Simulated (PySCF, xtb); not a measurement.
GeI₂, SMILES [I][Ge][I] (connectivity only; charge and spin as stated), neutral, multiplicity 1.

GFN2-xTB (xtb 6.7.1) at its own geometry gives an orbital gap of 3.23 eV and a dipole moment of 7.07 D.

Coordinates come from a r2SCAN-D4/def2-SVP optimisation. The isomer is the one that the SMILES or the coordinates give; other isomers of the formula were not compared. The def2 effective core potentials stand for the cores of I; spin–orbit coupling is left out.

### Question
What does PBE/def2-TZVPD (PySCF) give? (Estimate from the structure and the level; the computed values follow.)

### Answer
gap 2.33 eV (levels -6.33 and -4.00 eV), dipole 1.27 D.
